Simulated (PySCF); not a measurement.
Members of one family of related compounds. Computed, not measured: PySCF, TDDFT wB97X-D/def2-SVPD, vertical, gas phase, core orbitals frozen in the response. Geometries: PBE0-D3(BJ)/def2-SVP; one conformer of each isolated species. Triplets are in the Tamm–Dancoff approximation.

Question: Rank by computed lowest singlet excitation energy, lowest first.
A. `CC(=S)[SiH2]C(F)(F)F`
B. `B[SiH2]C(F)(F)F`
C. `CC(C)O[SiH2]C(F)(F)F`
D. `FC(F)(F)[SiH2]C(Cl)(Cl)Cl`

Answer: A (2.14 eV), B (4.51 eV), D (6.31 eV), C (7.42 eV).

```csv
SMILES,S1 (eV),LUMO (eV),f (S1),α (au),gap (eV),HOMO (eV),S1 mainly
CC(=S)[SiH2]C(F)(F)F,2.14,-1.19,0.000,86.6,7.49,-8.68,H→L (99%)
B[SiH2]C(F)(F)F,4.51,-0.96,0.002,57.9,9.94,-10.90,H→L (95%)
FC(F)(F)[SiH2]C(Cl)(Cl)Cl,6.31,0.42,0.008,93.1,11.22,-10.79,H→L (92%)
CC(C)O[SiH2]C(F)(F)F,7.42,1.71,0.002,81.6,12.10,-10.39,H→L (87%)
```

H and L stand for HOMO and LUMO.

- `CC(=S)[SiH2]C(F)(F)F`: S1 has the pattern of n→π* at C=S.
- `B[SiH2]C(F)(F)F`: Löwdin shares by element: HOMO boron 36%, silicon 29%, hydrogen 8% or more, carbon 7% (atoms not listed hold the other 21%); LUMO boron 56%, silicon 20%, hydrogen 18% or more.
- `FC(F)(F)[SiH2]C(Cl)(Cl)Cl`: Löwdin shares by element: HOMO chlorine 63%, carbon 19% or more (atoms not listed hold the other 18%); LUMO chlorine 67%, carbon 22% or more.
- `CC(C)O[SiH2]C(F)(F)F`: Löwdin shares by element: HOMO oxygen 45%, carbon 20% or more, silicon 10% (atoms not listed hold the other 25%); LUMO silicon 29%, hydrogen 18% or more, carbon 8% or more (atoms not listed hold the other 45%).
